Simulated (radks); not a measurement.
Species: In3+. Configuration: [Ar] 3d10 4s2 4p5.5 4d10 4f0.5 (fractional occupations, a model configuration).

All-electron calculation, Dirac Kohn-Sham, BP86, spin-unpolarised, spherical densities, finite nucleus; open shells fill j = l - 1/2 first; Fermi nuclear charge, rms radius 4.6156 fm. Program: a radial shooting solver on a logarithmic mesh with Libxc functionals.

Energy parts (eV):
total: -160013.725
kinetic: 168131.213
electron-nucleus: -386642.556
Hartree: 62849.260
exchange-correlation: -4351.642

Orbitals (lengths in bohr, moments of r in powers of bohr; r(max) is where P^2 peaks):
orbital  occ.  eigenvalue (eV)   <1/r>      <r^4>   r(max)
1s1/2       2        -27778.37   51.86  3.717e-06  0.01921
2s1/2       2        -4189.301   12.00  0.0006499   0.1087
2p1/2       2        -3909.551   11.98  0.0004203  0.08382
2p3/2       4        -3698.548   11.19  0.0004908  0.08826
3s1/2       2        -824.7273   4.228    0.02950   0.3157
3p1/2       2        -711.7722   4.136    0.02881   0.3020
3p3/2       4        -673.6578   3.943    0.03255   0.3122
3d3/2       4        -473.7728   3.785    0.02833   0.2565
3d5/2       6        -465.9644   3.735    0.02944   0.2594
4s1/2       2        -155.3327   1.650     0.9720   0.7688
4p1/2       2        -118.2833   1.533      1.298   0.7976
4p3/2     3.5        -111.5336   1.472      1.477   0.8221
4d3/2       4         -53.7214   1.189      3.842   0.9165
4d5/2       6         -52.7953   1.174      4.023   0.9260
4f5/2     0.5         -11.1372  0.2951      633.8    3.805
4f7/2       0         -11.1344  0.2947      635.0    3.807

The highest occupied level is 4f5/2 at -11.137 eV. Summed over all electrons, <r^2> = 34.24 bohr^2, which gives a Langevin (diamagnetic) susceptibility term of -27.1 x 10^-6 cm^3/mol.
